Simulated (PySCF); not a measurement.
**A series of derivatives of C1CN[SiH2]C1**

Parent skeleton `[CH2:1]1[CH2:2][NH:3][SiH2:4][CH2:5]1`; one hydrogen on atom 3 is replaced by X. Hydrogens on one atom are averaged.

Calculated, not measured (PySCF 2.14.0 with density-fitted response routines): coordinates at the GFN2-xTB level, shielding tensors at PBE0/pcSseg-1 (GIAO). A single conformation, relativity neglected, no solvent model, rapidly exchanging positions averaged.

References, each an isolated molecule treated in the same way: 13C, 29Si, 1H against TMS; 15N vs NH3.

Parent (X = H): C1 29.2, C2 50.8, N3 23.1, Si4 -28.8, C5 10.6, H(C1) 1.86, H(C2) 3.24, H(Si4) 4.89, H(C5) 0.99 ppm. Effects are Δδ = δ(X) − δ(H), positive for deshielding.

Task: Give Δδ (ppm) for X = CHO, C2H5, vinyl, tBu, nPr, cPr, CH3, allyl, cBu.

Result: 
| X | SMILES | C1 | C2 | N3 | Si4 | C5 | H(C1) | H(C2) | H(Si4) | H(C5) |
| --- | --- | --- | --- | --- | --- | --- | --- | --- | --- | --- |
| CHO | O=CN1CCC[SiH2]1 | +0.6 | -4.1 | +114.0 | +0.0 | -1.4 | +0.09 | +0.14 | +0.04 | -0.07 |
| C2H5 | CCN1CCC[SiH2]1 | +0.3 | +5.5 | +20.3 | -2.9 | +1.8 | +0.06 | -0.32 | -0.03 | +0.07 |
| vinyl | C=CN1CCC[SiH2]1 | -0.8 | -0.6 | +66.5 | +5.5 | +0.7 | +0.16 | -0.23 | +0.06 | +0.13 |
| tBu | CC(C)(C)N1CCC[SiH2]1 | +0.9 | -0.1 | +31.5 | -9.1 | +0.7 | +0.00 | -0.26 | +0.15 | -0.05 |
| nPr | CCCN1CCC[SiH2]1 | +1.0 | +1.7 | +6.8 | +6.0 | +1.2 | +0.13 | -0.35 | +0.08 | +0.05 |
| cPr | C1C[SiH2]N(C2CC2)C1 | -0.1 | +6.5 | +23.5 | -8.6 | -0.2 | +0.08 | -0.29 | -0.20 | -0.08 |
| CH3 | CN1CCC[SiH2]1 | +0.5 | +8.2 | +2.3 | +2.0 | +1.9 | +0.09 | -0.44 | -0.07 | +0.06 |
| allyl | C=CCN1CCC[SiH2]1 | +0.6 | +1.9 | +11.0 | +1.6 | +1.8 | +0.09 | -0.30 | +0.11 | +0.09 |
| cBu | C1CC(N2CCC[SiH2]2)C1 | -0.3 | +5.8 | +37.2 | -8.9 | +0.1 | +0.06 | -0.44 | +0.10 | -0.03 |

Task: Which position responds most, and to which substituents?

Result: N3: from +2.3 ppm with CH3 to +114.0 ppm with CHO.

Experimental scales use liquid or dissolved standards, which lie at an offset from isolated NH3 (liquid NH3: subtract about 20 ppm).
